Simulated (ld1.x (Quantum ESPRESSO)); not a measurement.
Configuration tests for tin (Sn) (TM)

Sn, norm-conserving Troullier–Martins (Kleinman–Bylander form), made with ld1.x (Quantum ESPRESSO) 7.5 (BP86, scalar-relativistic). Core [Kr], reference 4d10 5s2 5p1 (charge +1). Waves: 5s (bound): rc 2.10 bohr; 5p (bound): rc 1.70 bohr; 4d (bound): rc 1.30 bohr. Local part: the d channel. Core correction: none.

Energies are relative to the spin-unpolarised reference configuration 4d10 5s2 5p1; without spin polarisation the order of configurations can differ from experiment.

```tsv
valence configuration	charge	ΔE all-electron (eV)	error AE − PS (meV)
4d10 5s2 5p2	0	-7.033	+1.3
4d10 5s1 5p0	+3	45.296	+2.8
4d10 5s2 5p2.3	-0.3	-7.924	+1.1
4d10 5s1 5p2	+1	7.672	-1.1
4d9 5s2 5p3	0	17.376	-172
```

**Question.** What are ΔE and the potential's error for 4d10 5s1 5p3?

**Answer.** ΔE = -0.030 eV all-electron; the error (AE − PS) is +0.4 meV.

**Question.** What are ΔE and the potential's error for 4d10 5s2 5p0?

**Answer.** ΔE = 14.122 eV all-electron; the error (AE − PS) is -1.2 meV.

Levels in the configuration 4d10 5s1 5p2:

```csv
level,all-electron (eV),pseudo (eV)
4d,-35.376,-35.338
5s,-18.901,-18.903
5p,-11.139,-11.139
```

ld1.x printed “convergence not achieved” for 7 of the counted tests; their residual had stalled under 1e-8, short of the target of 1e-14.

Note: ghost states, extra bound levels that the all-electron valence spectrum of the same l lacks: s at -197.3 eV, p at -50.7 eV. A true bound ghost makes a file unfit for plane-wave use.
